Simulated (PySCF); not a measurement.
Species: C2H6B3NO3.
Cartesian coordinates in Å at the PBE0-D3(BJ)/def2-SVP level; atoms count from 1:
```xyz
15
C2H6B3NO3 angstrom
C      3.6190   -0.2447    0.3785
N      2.2288    0.0885    0.4371
C      1.4141   -0.5188   -0.3293
B     -0.1158   -0.1850   -0.2901
O     -0.9687   -0.8706   -1.1265
B     -2.3124   -0.6033   -1.1208
O     -2.8071    0.3418   -0.2624
B     -1.9665    1.0354    0.5734
O     -0.6270    0.7664    0.5537
H      3.9550   -0.5604    1.3801
H      3.8690   -1.0368   -0.3556
H      4.1966    0.6642    0.1410
H      1.7711   -1.2973   -1.0405
H     -3.0508   -1.1923   -1.8646
H     -2.4106    1.8727    1.3126
```

Level: PBE0/pcSseg-1 and B3LYP/def2-SVPD in PySCF, non-relativistic, on one gas-phase PBE0-D3(BJ)/def2-SVP geometry that isn't relaxed in the solvent. The solvent is an IEF-PCM continuum (Bondi radii, 1.10 Å for H, scaled by 1.2). Only the electrostatic response of the medium enters.

Gas phase at PBE0/pcSseg-1: HOMO -7.36 eV, LUMO -1.71 eV, dipole 1.74 D.

Q: What does the continuum do to the energy, the frontier levels and the dipole at PBE0/pcSseg-1 in chloroform and acetone?

A: 
| solvent | ε | E(solvent) − E(gas) (kcal/mol) | polarisation term (kcal/mol) | distortion of the solute (kcal/mol) | HOMO (eV) | LUMO (eV) | dipole (D) |
| --- | --- | --- | --- | --- | --- | --- | --- |
| chloroform | 4.711 | -4.04 | -4.38 | 0.34 | -7.42 | -1.69 | 2.10 |
| acetone | 20.49 | -5.60 | -6.29 | 0.69 | -7.46 | -1.70 | 2.24 |

The first energy column is the sum of the next two and covers electrostatics alone. From chloroform to acetone the lowering changes by a factor 1.39, Onsager's factor (ε − 1)/(2ε + 1) by 1.30 and ε itself by 4.3.

Q: Which radius a makes the point-dipole formula ΔE = −[(ε − 1)/(2ε + 1)]·μ²/a³ give the value in acetone, with the gas-phase dipole?

A: μ = 0.686 au and |ΔE| = 0.00893 Eh give a = 1.54 Å; the farthest nucleus lies 4.06 Å from the centroid of the nuclei, so such a sphere wouldn't even hold the nuclei. The formula assumes a rigid point dipole at the centre of a sphere.

Q: Give the dipole vector in the frame of the coordinates (D, pointing from negative to positive charge), gas and acetone.

A: Gas (1.31, -0.93, -0.68), solvent (1.50, -1.31, -1.02). Its length changes by +28 % and its direction by 6°.

Q: Which Hirshfeld charges (PBE0/pcSseg-1) respond most in acetone (means over atoms taken as equivalent)?

A: 
```csv
atoms,environment,gas (e),solvent (e),change
N2,C=N nitrogen,-0.118,-0.145,-0.027
H13,hydrogen on a C=N carbon,+0.032,+0.044,+0.012
O5/O9,boron-bound oxygen,-0.211,-0.216,-0.005
H10/H11/H12,methyl hydrogen,+0.048,+0.053,+0.005
B6/B8,three-coordinate boron,+0.258,+0.263,+0.005
O7,boron-bound oxygen,-0.215,-0.219,-0.004
C3,C=N carbon,-0.044,-0.041,+0.003
B4,three-coordinate boron,+0.272,+0.275,+0.003
```

Q: How do the nuclear quadrupole coupling constants eQVzz/h respond in acetone?

A: 
| nucleus | Q (barn) | gas (MHz) | solvent (MHz) | η gas | η solvent |
| --- | --- | --- | --- | --- | --- |
| 14N at N2 | 0.02044 | -6.03 | -5.84 | 0.57 | 0.58 |
| 11B at B4 | 0.04059 | 3.58 | 3.61 | 0.50 | 0.50 |
| 17O at O5 | -0.0256 | 4.97 | 4.84 | 0.81 | 0.87 |
| 11B at B6 | 0.04059 | 3.80 | 3.83 | 0.45 | 0.45 |
| 17O at O7 | -0.0256 | 5.07 | 4.90 | 0.78 | 0.85 |
| 11B at B8 | 0.04059 | 3.80 | 3.82 | 0.46 | 0.45 |
| 17O at O9 | -0.0256 | 5.18 | 4.94 | 0.81 | 0.89 |

Gas phase at B3LYP/def2-SVPD: HOMO -7.18 eV, LUMO -2.02 eV, dipole 1.67 D.

Q: What does the continuum do to the energy, the frontier levels and the dipole at B3LYP/def2-SVPD in acetone?

A: 
```json
{"solvent": "acetone", "ε": "20.49", "E(solvent) − E(gas) (kcal/mol)": "-5.04", "polarisation term (kcal/mol)": "-5.87", "distortion of the solute (kcal/mol)": "0.83", "HOMO (eV)": "-7.26", "LUMO (eV)": "-1.97", "dipole (D)": "2.27"}
```

Q: How does the static polarisability (B3LYP/def2-SVPD, frozen core, with the continuum's full static response) change?

A: 
```tsv
medium	isotropic (au)	principal values (au)	⟨r²⟩ of the electrons (bohr²)
gas	80.9	54.1, 79.2, 109.4	1447.4
acetone	101.4	69.1, 103.0, 132.2	1446.5
```

The isotropic value in acetone is 1.25 times the gas-phase one; no cavity-field correction is applied. ⟨r²⟩ is taken about the centre of nuclear charge.

Hardware: an Arm Neoverse V2 with one thread, no GPU, shared host with 96 logical CPUs at a one-minute load of 79. Cost: 26 s, 1.1 GiB resident at most. This is the whole shielding run at PBE0/pcSseg-1 in acetone, SCF included.
